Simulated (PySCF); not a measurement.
## TlC: from constants to spectrum

UHF-CCSD(T) constants of TlC, ⁴Σ⁻ (quartet), unpaired electrons σ ↑, π ↑↑ (PySCF, scalar-relativistic core potentials, basis sets Tl def2-SVPD with ECP60, C def2-SVPD; masses 204.9744 and 12.0000 u):

| Quantity | Value |
| --- | --- |
| ωe | 418.5 cm⁻¹ |
| ωexe | 1.84 cm⁻¹ |
| Be | 0.27482 cm⁻¹ |
| αe | 0.00192 cm⁻¹ |
| De to Tl + C | 2.46 eV |

Task: What force constant and bond length do these constants imply?

Result: Reduced mass μred = 11.336 u; k = 5.8918×10⁻⁷·μred·ωe² (u, cm⁻¹, mdyn/Å) = 1.17 mdyn/Å; Re = √(16.8576/(μred·Be)) (u, cm⁻¹, Å) = 2.326 Å.

Task: Estimate the centrifugal constant D from the Kratzer relation and find the Dunham coefficient a1.

Result: D = 4Be³/ωe² = 4.74e-07 cm⁻¹; a1 = −1 − αeωe/(6Be²) = -2.77.

Correlated steps freeze 5 core orbitals. Correlated levels converge slowly with the basis: in double zeta they bind strong bonds too weakly, by up to about 1 eV, and carry superposition errors of some tenths. These are scalar-relativistic numbers at best; spin–orbit coupling would shift them, the dissociation energy most. The state was picked by a PBE0 search and need not be the measured ground state.
